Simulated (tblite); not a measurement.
Compound: C6H5S2 (doublet state).
SMILES with atom numbers: `[CH3:1][C:2]#[C:3][C@H:4]1[CH:5][C:6](=[S:7])[S:8]1` (hydrogens: H9, H10, H11 on C1; H12 on C4; H13 on C5)
Bond orders are those of one Lewis drawing.

Computed with GFN2-xTB (tblite), gas phase: L-BFGS steps from a force-field or distance-geometry start until the largest atomic force falls under 0.01 eV/Å.

Step 8: E = -591.8168 eV
```
atom  x, y, z in Å  |  force x, y, z in eV/Å
C1     -2.8074    0.4735    1.0179    0.020  -0.010  -0.003
C2     -1.4902   -0.0161    0.6930    0.013  -0.024  -0.030
C3     -0.4185   -0.4700    0.3964    0.028   0.042  -0.021
C4      0.9087   -0.9235    0.0996    0.022  -0.011  -0.012
C5      1.7397   -0.0361   -0.7760   -0.020   0.025   0.030
C6      2.7406    0.3062    0.0808    0.009  -0.048  -0.037
S7      4.1256    1.2394   -0.0534   -0.039   0.002  -0.026
S8      2.1459   -0.6353    1.4880    0.000   0.002   0.026
H9     -3.4936   -0.3641    1.1396   -0.017   0.025   0.005
H10    -2.7657    1.0416    1.9467   -0.016  -0.003  -0.006
H11    -3.1685    1.1223    0.2202   -0.005  -0.009   0.015
H12     0.9227   -1.9753   -0.1940   -0.019  -0.045   0.038
H13     1.5562    0.2378   -1.7985    0.025   0.055   0.019
```

Step 9: E = -591.8173 eV
```
atom  x, y, z in Å  |  force x, y, z in eV/Å
C1     -2.8072    0.4733    1.0179    0.020  -0.010  -0.004
C2     -1.4899   -0.0166    0.6924   -0.005  -0.016  -0.023
C3     -0.4183   -0.4698    0.3947    0.028   0.042  -0.010
C4      0.9093   -0.9235    0.0996    0.000  -0.015  -0.012
C5      1.7393   -0.0352   -0.7751   -0.019   0.006   0.007
C6      2.7413    0.3047    0.0806    0.010  -0.031  -0.034
S7      4.1243    1.2396   -0.0544   -0.018   0.012  -0.026
S8      2.1462   -0.6353    1.4869    0.001  -0.012   0.062
H9     -3.4941   -0.3641    1.1397   -0.009   0.030   0.004
H10    -2.7656    1.0417    1.9468   -0.013  -0.010  -0.015
H11    -3.1684    1.1223    0.2201   -0.002  -0.013   0.020
H12     0.9214   -1.9760   -0.1918   -0.009  -0.042   0.028
H13     1.5572    0.2394   -1.7973    0.016   0.058   0.004
```

Step 10: E = -591.8180 eV
```
atom  x, y, z in Å  |  force x, y, z in eV/Å
C1     -2.8065    0.4727    1.0178    0.010  -0.007  -0.006
C2     -1.4896   -0.0179    0.6910   -0.024  -0.005  -0.012
C3     -0.4172   -0.4685    0.3919    0.019   0.036   0.007
C4      0.9101   -0.9241    0.0994   -0.028  -0.019  -0.003
C5      1.7383   -0.0337   -0.7738   -0.005  -0.029  -0.026
C6      2.7426    0.3017    0.0797    0.009  -0.007  -0.007
S7      4.1219    1.2402   -0.0566    0.013   0.024  -0.026
S8      2.1467   -0.6355    1.4868    0.003  -0.025   0.075
H9     -3.4951   -0.3633    1.1399    0.000   0.026   0.003
H10    -2.7657    1.0417    1.9467   -0.002  -0.015  -0.019
H11    -3.1683    1.1220    0.2205    0.001  -0.011   0.016
H12     0.9192   -1.9781   -0.1877    0.006  -0.025   0.013
H13     1.5592    0.2434   -1.7953   -0.001   0.057  -0.014
```

Step 11: E = -591.8184 eV
```
atom  x, y, z in Å  |  force x, y, z in eV/Å
C1     -2.8058    0.4722    1.0176   -0.002  -0.002  -0.007
C2     -1.4896   -0.0190    0.6898   -0.026   0.000  -0.006
C3     -0.4164   -0.4669    0.3900    0.009   0.026   0.018
C4      0.9102   -0.9249    0.0992   -0.029  -0.017   0.006
C5      1.7375   -0.0332   -0.7732    0.015  -0.048  -0.035
C6      2.7437    0.2994    0.0788    0.004   0.004   0.017
S7      4.1204    1.2411   -0.0587    0.020   0.022  -0.023
S8      2.1471   -0.6361    1.4880    0.001  -0.022   0.045
H9     -3.4958   -0.3623    1.1401    0.001   0.013   0.002
H10    -2.7658    1.0413    1.9463    0.008  -0.014  -0.014
H11    -3.1682    1.1216    0.2210    0.001  -0.004   0.005
H12     0.9177   -1.9801   -0.1845    0.014  -0.009   0.005
H13     1.5605    0.2474   -1.7941   -0.014   0.050  -0.013
```

Task: Estimate the geometry and energy of step 12. (The exact step hangs on the optimiser's Hessian estimate; all steps are aligned on step 11, rigid shifts and turns removed.)

Result: E = -591.8188 eV, largest force 0.068 eV/Å
```
atom  x, y, z in Å  |  force x, y, z in eV/Å
C1     -2.8054    0.4718    1.0174   -0.012   0.003  -0.006
C2     -1.4900   -0.0199    0.6887   -0.018   0.001  -0.003
C3     -0.4158   -0.4651    0.3888    0.003   0.015   0.023
C4      0.9098   -0.9257    0.0991   -0.011  -0.008   0.011
C5      1.7374   -0.0337   -0.7732    0.033  -0.052  -0.028
C6      2.7446    0.2976    0.0784   -0.003   0.006   0.028
S7      4.1196    1.2423   -0.0608    0.009   0.010  -0.018
S8      2.1475   -0.6371    1.4897   -0.003  -0.010   0.000
H9     -3.4963   -0.3614    1.1403   -0.004  -0.002   0.002
H10    -2.7657    1.0408    1.9457    0.014  -0.007  -0.003
H11    -3.1681    1.1212    0.2215   -0.003   0.005  -0.008
H12     0.9167   -1.9818   -0.1818    0.014   0.002   0.000
H13     1.5613    0.2515   -1.7934   -0.020   0.036   0.002
```

The energy changes by -0.0003 eV. The first-order estimate −F·Δx gives -0.0005 eV and the mean of the old and new forces, exact on a quadratic surface, -0.0003 eV. The step makes an angle of 58° with the force vector and moves no atom by more than 0.004 Å.

The cost below is that of the whole relaxation. On one thread of an Arm Neoverse V1, shared host with 32 logical CPUs at a one-minute load of 14, this took 0.27 s of wall time.
